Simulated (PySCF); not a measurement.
## NMR data sheet: EtP(CF3)2

| Item | Value |
| --- | --- |
| Formula | C4H5F6P |
| SMILES | CCP(C(F)(F)F)C(F)(F)F |
| Point group of the computed structure | C1 |
| Carbon signals | 3 |
| Proton signals | 2 |

Atoms are numbered as in `[CH3:1][CH2:2][P:3]([C:4]([F:5])([F:6])[F:7])[C:8]([F:9])([F:10])[F:11]`; H(Xn) means a hydrogen on atom n.

Theory: geometry: GFN2-xTB, PBE0/pcSseg-1 with gauge-including orbitals, in PySCF 2.14.0 with density-fitted response routines (no relativistic terms, one computed conformer, one averaged value for each set of equivalent atoms, no solvent model).

Referencing at the same level of theory: $^{1}$H, $^{13}$C vs TMS; $^{19}$F vs CFCl3; $^{31}$P vs H3PO4.

```tsv
carbon	δC, type	δH (multiplicity)	HMBC from (2–3 bonds)	span of the C tensor (ppm)
C1	10.9, CH3	1.38 (m)	H(C2)	21
C2	20.4, CH2	2.42 (m)	H(C1)	23
C4/C8	138.6, C	–	H(C2)	13
```

Other nuclei:
| atoms | nucleus | environment | δ (ppm) | σ (ppm) |
| --- | --- | --- | --- | --- |
| F5/F6/F7/F9/F10/F11 | $^{19}$F | fluorine of a CF3 group | -69.1 | 240.0 |
| P3 | $^{31}$P | phosphorus bonded to 3 C | -2.9 | 321.2 |

1. δC 138.6: CF3 carbon; 3 electronegative neighbours deshield it.
2. δC 20.4: sp3 CH2 bonded to P.
3. δC 10.9: methyl carbon; saturated and bonded to C and H only.
4. δH 2.42: hydrogen on an sp3 CH2 bonded to P.
5. δH 1.38: hydrogen on a methyl carbon.

Splittings by $^{19}$F and $^{31}$P in the carbon and heteronuclear signals aren't shown, as no couplings were computed. Shifts are as computed. Against solution values, carbons near 30 ppm lie about +3 ppm off and those near 130 ppm about +5 ppm. Of 1211 compounds with measured shifts, 218 miss one by over three times the rms of a fit or turn the order of signals round; such compounds aren't used in these exercises. Unscaled 19F shifts against computed CFCl3 carry errors that often reach 10 to 50 ppm. Experimental scales use liquid or dissolved standards, which lie at an offset from isolated H3PO4. Multiplicities follow the n + 1 count of equivalent neighbours, as no J values were calculated; m marks all less simple cases, F and P coupling included.
